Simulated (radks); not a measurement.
Spherical jellium clusters: N electrons in a uniform positive sphere of charge N and radius rs N^(1/3), rs = 3.36 bohr. Method: non-relativistic Kohn-Sham, LDA (Slater exchange, Perdew-Wang correlation), spin-polarised, spherical densities; computed with a radial shooting solver with Libxc functionals. Levels are named by radial order and angular momentum (1s, 1p, 1d, 2s, ...), and open shells are averaged over m.

N = 30, configuration 1s2 1p6 1d10 2s2 1f(up 7, down 3). This is the lowest configuration that the search found. Occupied and some empty levels:

| level | occupation | eigenvalue (eV) | <r> (bohr) |
|---|---|---|---|
| 1s up | 1 | -6.6578 | 6.090 |
| 1s down | 1 | -6.5209 | 5.877 |
| 1p up | 3 | -5.7100 | 7.386 |
| 1p down | 3 | -5.5052 | 7.289 |
| 1d up | 5 | -4.5690 | 8.240 |
| 1d down | 5 | -4.3340 | 8.216 |
| 2s up | 1 | -4.1587 | 6.747 |
| 2s down | 1 | -4.0317 | 6.882 |
| 1f up | 7 | -3.2520 | 8.947 |
| 1f down | 3 | -3.0097 | 8.976 |
| 2p up | 0 | -2.5936 | 8.002 |
| 2p down | 0 | -2.4748 | 8.074 |
| 1g up | 0 | -1.7970 | 9.659 |
| 1g down | 0 | -1.5652 | 9.745 |
| 2d up | 0 | -1.1479 | 9.972 |
| 2d down | 0 | -1.0344 | 10.13 |

Energy (eV): total -52.9612, kinetic 72.974, external -2772.9, Hartree 1367.5, exchange-correlation -128.05, background 1407.4.
